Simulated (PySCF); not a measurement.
Working out the ionisation energy of Eu⁺

Eu⁺ [Xe] 4f7 6s1 (9S) → Eu²⁺ [Xe] 4f7 (8S). Computed with PySCF 2.14 in cc-pVDZ-X2C (8s7p5d3f1g, 84 functions), with the spin-free X2C one-electron Hamiltonian (Gaussian nucleus). Frozen: [Kr] 4d10. Energies in hartree (1 hartree = 27.21139 eV):

| part | Eu⁺ (lower) | Eu²⁺ (upper) |
| --- | --- | --- |
| UHF | -10839.428718 | -10839.045000 |
| CCSD correlation | -0.432519 | -0.411724 |
| (T) | -0.014416 | -0.012304 |

Question: What does Hartree-Fock give?

Answer: (-10839.045000) − (-10839.428718) = 0.383718 hartree = 10.441 eV.

Question: What do CCSD and CCSD(T) give?

Answer: The CCSD correlation energies differ by 0.020795 hartree = 0.566 eV and the triples by 0.002112 hartree = 0.057 eV, so CCSD gives 11.007 eV and CCSD(T) 11.064 eV.

A first-order spin-orbit estimate adds 0.000 eV to CCSD(T) (valence), giving 11.064 eV against 11.24 ± 0.006 eV (semi-empirical (NIST evaluation); NIST Atomic Spectra Database, ionization energies).

A double-zeta basis recovers only part of the correlation energy.

What remains against the reference includes basis incompleteness, the frozen core and higher excitations.
